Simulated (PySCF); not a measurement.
Input of a run (PBE0-D3(BJ)/def2-SVP geometry optimisation, gas phase (PySCF 2.14.0)), started from GFN2-xTB:
```
{"job": {"xc": "PBE0", "basis": "def2-SVP", "d3": "d3bj", "grid": 1, "maxiter": 40, "shake": 0.03, "kind": "geom"}, "charge": 0, "multiplicity": 1}
Ge     1.559520    -1.164320     0.371900
C      3.011840    -2.282010     0.746180
N     -0.106640    -1.685250     1.156000
Ge    -1.459830    -0.719230     0.758220
C     -3.186900    -1.524050     1.554340
N     -1.668390    -0.664590    -1.070870
Ge    -0.207080     0.143970    -1.881170
C     -0.436060     0.296990    -3.850380
N      1.237100    -0.822690    -1.377790
N     -0.043050     1.786620    -1.065890
Ge     0.269290     1.738060     0.724400
C      0.647130     3.533540     1.490460
N      1.653690     0.654760     0.909010
N     -1.295700     0.996080     1.355120
H      3.923020    -1.867500     0.350520
H      2.884430    -3.204790     0.330970
H      3.151610    -2.357260     1.816950
H     -0.197030    -2.662200     1.180400
H     -3.446190    -2.457030     1.100620
H     -3.086020    -1.684120     2.652610
H     -4.060660    -0.815380     1.463860
H     -2.528820    -0.417330    -1.429900
H     -1.223100     1.050040    -4.132660
H      0.428940     0.589490    -4.330090
H     -0.740740    -0.711850    -4.231930
H      1.351700    -1.617100    -2.006960
H      0.574380     2.352020    -1.558480
H      0.709080     3.503180     2.586220
H     -0.164460     4.184050     1.173450
H      1.539550     3.974060     1.051110
H      2.173370     0.701830     1.842120
H     -1.408150     1.103780     2.263200
```

Output (energies in Eh, forces in Eh/bohr):
```
step   0  E = -8796.97997681  max force = 0.114486
step   1  E = -8797.03990915  max force = 0.019834
step   2  E = -8797.04347056  max force = 0.006066
step   3  E = -8797.04478066  max force = 0.003270
step   4  E = -8797.04528765  max force = 0.003603
step   5  E = -8797.04558054  max force = 0.002435
step   6  E = -8797.04565105  max force = 0.000746
step   7  E = -8797.04567801  max force = 0.000478
step   8  E = -8797.04569011  max force = 0.000585
step   9  E = -8797.04570441  max force = 0.000456
step  10  E = -8797.04571660  max force = 0.000523
step  11  E = -8797.04573308  max force = 0.000512
step  12  E = -8797.04575319  max force = 0.000871
step  13  E = -8797.04577648  max force = 0.000879
step  14  E = -8797.04579798  max force = 0.000581
step  15  E = -8797.04581404  max force = 0.000498
step  16  E = -8797.04582658  max force = 0.000445
optimisation converged
```

Task: Summarise the run.

Result: The energy falls by 172.9 kJ/mol over 17 energy and gradient evaluations, the largest force component goes from 0.1145 to 4.4e-04 Eh/bohr, and the atoms move by 0.136 Å rms after alignment. The bond that changes most is N3–Ge4 (ends: nitrogen bonded to 2 Ge and H; germanium bonded to C and 3 N), which lengthens by 0.140 Å. Bonds longer at the end by more than 0.005 Å: 21 of 34; shorter: 11. Among the angles that change most is N9–Ge1–N13, from 95.8° to 105.1°. Among the dihedrals that turn most is N9–Ge1–N3–H18, from 96° to 75°. The energy never rose by more than 1e-6 Eh on the way. The first step brought 91 % of the lowering.

Task: What are the final bond lengths?

Result: Ge1–C2 1.937 Å, Ge1–N3 1.865 Å, Ge1–N9 1.853 Å, Ge1–N13 1.842 Å, C2–H15 1.099 Å, C2–H16 1.100 Å, C2–H17 1.099 Å, N3–Ge4 1.850 Å, N3–H18 1.020 Å, Ge4–C5 1.936 Å, Ge4–N6 1.851 Å, Ge4–N14 1.849 Å, C5–H19 1.100 Å, C5–H20 1.100 Å, C5–H21 1.100 Å, N6–Ge7 1.849 Å, N6–H22 1.020 Å, Ge7–C8 1.935 Å, Ge7–N9 1.847 Å, Ge7–N10 1.851 Å, C8–H23 1.099 Å, C8–H24 1.099 Å, C8–H25 1.100 Å, N9–H26 1.019 Å, N10–Ge11 1.840 Å, N10–H27 1.020 Å, Ge11–C12 1.936 Å, Ge11–N13 1.863 Å, Ge11–N14 1.850 Å, C12–H28 1.100 Å. Numbering counts from 1 in the input's order; the species is (MeGe)4NH6 adamantane (C4H18Ge4N6).

The run used 358 basis functions and 109 SCF cycles in all. The run took 14 min wall, 32 min CPU on an AMD EPYC 9R45 with 2 threads, shared host with 96 logical CPUs at a one-minute load of 26, and the process peaked at 4.5 GiB of memory.

No PBE0-D3(BJ)/def2-SVP frequencies stand behind this structure, so it isn't proved a minimum. The numbers are those of one conformer.
